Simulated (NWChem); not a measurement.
CH5AlOS; SMILES C[S][AlH][OH]

```xyz
9

Al    -0.5650     1.0063     0.0028
H     -1.9014     1.8500     0.0036
O      0.9911     1.7054     0.0029
H      1.2043     2.6392    -0.0054
S     -0.6084    -1.1632     0.0033
C      1.1785    -1.5705     0.0011
H      1.8003    -0.6656     0.0024
H      1.4009    -2.1656    -0.8947
H      1.4020    -2.1690     0.8944
```
Atoms are numbered in this order, from 1.

Coordinates come from a PBE0/def2-SVP optimisation.

Task: Give the principal values of the shielding tensors (ppm) of Al1, O3, S5, C6 from LDA (Slater exchange, VWN5)/pcSseg-1, GIAO (NWChem), with their diamagnetic and paramagnetic parts as GIAO splits them.

Result: 
```json
[
 {"atom": "Al1", "σ11": "293.6", "σ22": "345.0", "σ33": "393.7", "isotropic": "344.1", "diamagnetic": "797.1", "paramagnetic": "-453.0"},
 {"atom": "O3", "σ11": "166.2", "σ22": "297.9", "σ33": "321.6", "isotropic": "261.9", "diamagnetic": "388.1", "paramagnetic": "-126.2"},
 {"atom": "S5", "σ11": "449.8", "σ22": "626.0", "σ33": "752.3", "isotropic": "609.3", "diamagnetic": "1057.8", "paramagnetic": "-448.4"},
 {"atom": "C6", "σ11": "156.7", "σ22": "170.2", "σ33": "188.7", "isotropic": "171.9", "diamagnetic": "253.0", "paramagnetic": "-81.1"}
]
```
